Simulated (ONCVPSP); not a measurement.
## Building the ONCV potential for phosphorus (P) (LDA (Perdew-Wang 92), scalar-relativistic).

ONCVPSP 4.0.1 input, shortened (lines: element, Z, core and valence counts, functional; n l f; lmax; l rc ep ncon nbas qcut; lloc lpopt rc5 dvloc0; l nproj debl; icmod fcfact rcfact), LDA (Perdew-Wang 92), scalar-relativistic:

```
  P 15.00    3    2  -001012      upf
    1    0    2.00
    2    0    2.00
    2    1    6.00
    3    0    2.00
    3    1    1.00
    2
    0    1.30    0.00    3    8    5.80
    1    1.20    0.00    4    9    8.20
    2    1.40    0.19    4    9    6.40
    4    5    0.85   -1.00
    0    1    0.50
    1    2    3.20
    2    2    0.80
    3    5.00    1.20
```

What the tests gave:

- Cutoffs needed: 31 Ha and 164 Ha (the cutoffs (Ha) at which the residual kinetic energy of the hardest occupied pseudo-wave falls to 1 and 0.1 mHa per electron)
- Ghost test: ghosts flagged at negative energy: s at -45.0 eV, p at -93.4 eV; no localised positive-energy state flagged; a true bound ghost makes a file unfit for plane-wave use
- Configuration tests: 1 of 4 tests not solved or not reliable
- rms error of d²Exc/dni dnj: 6.63 mHa without and 2.70 mHa with the model core

Generation and tests took about 3.2 s on one core of a shared server CPU.
